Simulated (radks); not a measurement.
Values are calculated unless marked as measured or tabulated.
The nuclear charge of the copper ion Cu+ is varied continuously with 28 electrons held in [Ar] 3d10. Level of theory: non-relativistic Kohn-Sham, PBE, spin-polarised, spherical densities, point nucleus (a radial shooting solver on a logarithmic mesh with Libxc functionals). By the Hellmann-Feynman theorem dE/dZ = E(electron-nucleus)/Z, the electronic potential at the nucleus.

| Z | E (hartree) | E(electron-nucleus)/Z (hartree) | HOMO | e(HOMO) (eV) | <r> HOMO (bohr) |
|---|---|---|---|---|---|
| 28 | -1508.03343 | -128.833 | 3d | -1.966 | 1.247 |
| 28.5 | -1573.23599 | -131.971 | 3d | -7.048 | 1.106 |
| 29 | -1639.99952 | -135.079 | 3d | -13.752 | 1.009 |
| 29.5 | -1708.31147 | -138.166 | 3d | -21.814 | 0.9354 |
| 30 | -1778.16302 | -141.238 | 3d | -31.081 | 0.8760 |

The central difference of E at Z = 29 is -135.075 hartree, to compare with the third column; the second derivative is -6.19 hartree.
